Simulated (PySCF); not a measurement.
H3F2InOS, singlet, PBE0/def2-SVP optimised geometry.

```
8

In    -0.08    -0.06     0.00
F     -0.92     1.70     0.00
F      1.90    -0.06     0.00
O     -1.00    -1.70     0.66
H     -1.90    -1.51     0.94
S      0.42    -0.70    -2.62
H      1.66    -0.57    -2.06
H      0.35    -2.02    -2.33
```

Density from PBE0/def2-TZVP, def2 effective core potentials past Kr run with PySCF at that geometry. The core electrons that the potentials of In replace are not part of the density.

Minimum of the electron density along straight lines between bonded atoms, close to the bond critical point (lines longer than 1.1 times the sum of covalent radii, or with two minima, are not listed):

```tsv
bond	length / Å	ρ at the minimum / e bohr⁻³	∇²ρ there / e bohr⁻⁵	position (fraction from the first atom)
In1–F2	1.956	0.112	0.58	0.52
In1–F3	1.979	0.105	0.55	0.52
In1–O4	1.989	0.114	0.49	0.52
O4–H5	0.965	0.356	-2.37	0.80
S6–H7	1.363	0.211	-0.60	0.67
S6–H8	1.354	0.214	-0.62	0.66
```
